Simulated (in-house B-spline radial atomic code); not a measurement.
Successive ionisation energies of gold; each step leads to the configuration of the next row (after the last: bare). NIST's values go from ground level to ground level; the uncertainty of those that are theory runs from under 0.1 % in few-electron ions to several per cent in heavy many-electron ones. Computed with a B-spline radial code for spherical atoms: non-relativistic Hartree-Fock, average of the configuration, point nuclei.

This level leaves out relativity, spin-orbit splitting included, which matters for heavy ions.

```json
{"ion": "Au65+", "configuration": "[Ne] 3s2 3p2", "ionisation energy (eV)": "7132.5", "tabulated value (eV)": "7760", "tabulated kind": "tabulated theory", "computed minus tabulated (eV)": "-627", "highest orbital": "3p", "largest mean radius (bohr)": "0.18666"}
{"ion": "Au66+", "configuration": "[Ne] 3s2 3p1", "ionisation energy (eV)": "7265.6", "tabulated value (eV)": "7910", "tabulated kind": "tabulated theory", "computed minus tabulated (eV)": "-644", "highest orbital": "3p", "largest mean radius (bohr)": "0.18603"}
{"ion": "Au67+", "configuration": "[Ne] 3s2", "ionisation energy (eV)": "7517.2", "tabulated value (eV)": "8210", "tabulated kind": "tabulated theory", "computed minus tabulated (eV)": "-693", "highest orbital": "3s", "largest mean radius (bohr)": "0.18541"}
{"ion": "Au68+", "configuration": "[Ne] 3s1", "ionisation energy (eV)": "7648.9", "tabulated value (eV)": "8360", "tabulated kind": "tabulated theory", "computed minus tabulated (eV)": "-711", "highest orbital": "3s", "largest mean radius (bohr)": "0.18471"}
{"ion": "Au69+", "configuration": "[He] 2s2 2p6", "ionisation energy (eV)": "17828.7", "tabulated value (eV)": "18040", "tabulated kind": "tabulated theory", "computed minus tabulated (eV)": "-211", "highest orbital": "2p", "largest mean radius (bohr)": "0.079249"}
{"ion": "Au70+", "configuration": "[He] 2s2 2p5", "ionisation energy (eV)": "18179.7", "tabulated value (eV)": "18400", "tabulated kind": "tabulated theory", "computed minus tabulated (eV)": "-220", "highest orbital": "2p", "largest mean radius (bohr)": "0.078941"}
{"ion": "Au71+", "configuration": "[He] 2s2 2p4", "ionisation energy (eV)": "?", "tabulated value (eV)": "?", "tabulated kind": "tabulated theory", "computed minus tabulated (eV)": "?", "highest orbital": "?", "largest mean radius (bohr)": "?"}
{"ion": "Au72+", "configuration": "[He] 2s2 2p3", "ionisation energy (eV)": "18890.2", "tabulated value (eV)": "19150", "tabulated kind": "tabulated theory", "computed minus tabulated (eV)": "-260", "highest orbital": "2p", "largest mean radius (bohr)": "0.078334"}
{"ion": "Au73+", "configuration": "[He] 2s2 2p2", "ionisation energy (eV)": "19249.6", "tabulated value (eV)": "21470", "tabulated kind": "tabulated theory", "computed minus tabulated (eV)": "-2220", "highest orbital": "2p", "largest mean radius (bohr)": "0.078033"}
{"ion": "Au74+", "configuration": "[He] 2s2 2p1", "ionisation energy (eV)": "19611.7", "tabulated value (eV)": "21920", "tabulated kind": "tabulated theory", "computed minus tabulated (eV)": "-2308", "highest orbital": "2p", "largest mean radius (bohr)": "0.077734"}
{"ion": "Au75+", "configuration": "[He] 2s2", "ionisation energy (eV)": "20062.1", "tabulated value (eV)": "22500", "tabulated kind": "tabulated theory", "computed minus tabulated (eV)": "-2438", "highest orbital": "2s", "largest mean radius (bohr)": "0.077438"}
{"ion": "Au76+", "configuration": "[He] 2s1", "ionisation energy (eV)": "?", "tabulated value (eV)": "?", "tabulated kind": "tabulated theory", "computed minus tabulated (eV)": "?", "highest orbital": "?", "largest mean radius (bohr)": "?"}
{"ion": "Au77+", "configuration": "1s2", "ionisation energy (eV)": "?", "tabulated value (eV)": "?", "tabulated kind": "tabulated theory", "computed minus tabulated (eV)": "?", "highest orbital": "?", "largest mean radius (bohr)": "?"}
{"ion": "Au78+", "configuration": "1s1", "ionisation energy (eV)": "84913.1", "tabulated value (eV)": "93254.62", "tabulated kind": "tabulated theory", "computed minus tabulated (eV)": "-8341", "highest orbital": "1s", "largest mean radius (bohr)": "0.018987"}
```

Question: Fill in the row of Au71+.

Answer: ionisation energy (eV): 18533.6; tabulated value (eV): 18790; computed minus tabulated (eV): -256; highest orbital: 2p; largest mean radius (bohr): 0.078637.

Question: Fill in the row of Au76+.

Answer: ionisation energy (eV): 20379.8; tabulated value (eV): 22868.1; computed minus tabulated (eV): -2488; highest orbital: 2s; largest mean radius (bohr): 0.077164.

Question: Fill in the row of Au77+.

Answer: ionisation energy (eV): 83572.6; tabulated value (eV): 91515.8; computed minus tabulated (eV): -7943; highest orbital: 1s; largest mean radius (bohr): 0.019078.

Question: Where is the largest jump?

Answer: From Au76+ to Au77+, by a factor of 4.10 (20380 to 83573 eV); the highest orbital goes from 2s to 1s.
